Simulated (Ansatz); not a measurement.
Molecule: CdBr (charge 0, doublet). SMILES: [Cd][Br]
Coordinates optimised at B3LYP-D3(BJ)/def2-TZVP (Ansatz, a quantum-chemistry and plane-wave program):
```xyz
2

Cd     0.0000     0.0000    -1.0750
Br     0.0000     0.0000     1.4743
```
Charge 0, spin multiplicity 2.

Property: size of the dipole moment, in D. Terms: STO-3G and 3-21G all-electron and non-relativistic; LANL2DZ with its own core potentials from Na on; def2 sets with scalar-relativistic core potentials past Kr; UHF or UKS for open shells; spin-orbit terms left out. First-principles rows: single points at B3LYP-D3(BJ) geometries (Ansatz).

```json
[
 {"level": "SVWN5/LANL2DZ", "program": "Ansatz", "size of the dipole moment (D)": "3.49"},
 {"level": "PBE/STO-3G", "program": "Ansatz", "size of the dipole moment (D)": "3.50"},
 {"level": "PBE/3-21G", "program": "Ansatz", "size of the dipole moment (D)": "3.15"},
 {"level": "PBE/LANL2DZ", "program": "Ansatz", "size of the dipole moment (D)": "3.67"},
 {"level": "PBE/def2-SVP", "program": "Ansatz", "size of the dipole moment (D)": "2.91"},
 {"level": "BLYP/LANL2DZ", "program": "Ansatz", "size of the dipole moment (D)": "3.51"},
 {"level": "B3LYP/STO-3G", "program": "Ansatz", "size of the dipole moment (D)": "3.80"},
 {"level": "B3LYP/3-21G", "program": "Ansatz", "size of the dipole moment (D)": "3.37"},
 {"level": "B3LYP/LANL2DZ", "program": "Ansatz", "size of the dipole moment (D)": "3.80"},
 {"level": "B3LYP/def2-SVP", "program": "Ansatz", "size of the dipole moment (D)": "3.13"},
 {"level": "PBE0/LANL2DZ", "program": "Ansatz", "size of the dipole moment (D)": "4.01"}
]
```

No value to compare with is used here. The 11 habitual levels span 2.91 (PBE/def2-SVP) to 4.01 D (PBE0/LANL2DZ).

The levels are drawn from those run, B3LYP/6-31G* more often than the rest, none by its result; runs whose electronic state is in doubt are left out.
